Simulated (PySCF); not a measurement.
C2BrCl3.

```xyz
6

Cl     2.0222    -0.9720     0.0000
C      0.2964    -1.0025     0.0000
Cl    -0.4132    -2.5787     0.0000
C     -0.4566     0.1189     0.0000
Cl    -2.1809     0.0623     0.0000
Br     0.3052     1.8459     0.0000
```
Charge 0, spin multiplicity 1.

Coordinates come from a B3LYP-D3(BJ)/def2-SVP optimisation.

Calculation: PBE/pcSseg-1 in PySCF. Non-relativistic, no solvent.

**Question.** Give the absolute GIAO shielding of each atom: isotropic value and principal components (ppm). (The exact figures need the calculation; the answer reports its results.)

**Answer.** 
| atom | σ(iso) | σ11 | σ22 | σ33 | span |
|---|---|---|---|---|---|
| Cl1 | 542.8 | 369.1 | 393.7 | 865.5 | 496.4 |
| C2 | 40.3 | -28.3 | 56.0 | 93.2 | 121.6 |
| Cl3 | 544.1 | 339.4 | 437.8 | 855.0 | 515.7 |
| C4 | 42.1 | -16.9 | 55.8 | 87.3 | 104.2 |
| Cl5 | 539.2 | 363.9 | 411.7 | 842.2 | 478.3 |
| Br6 | 1612.6 | 1099.7 | 1116.3 | 2622.0 | 1522.3 |
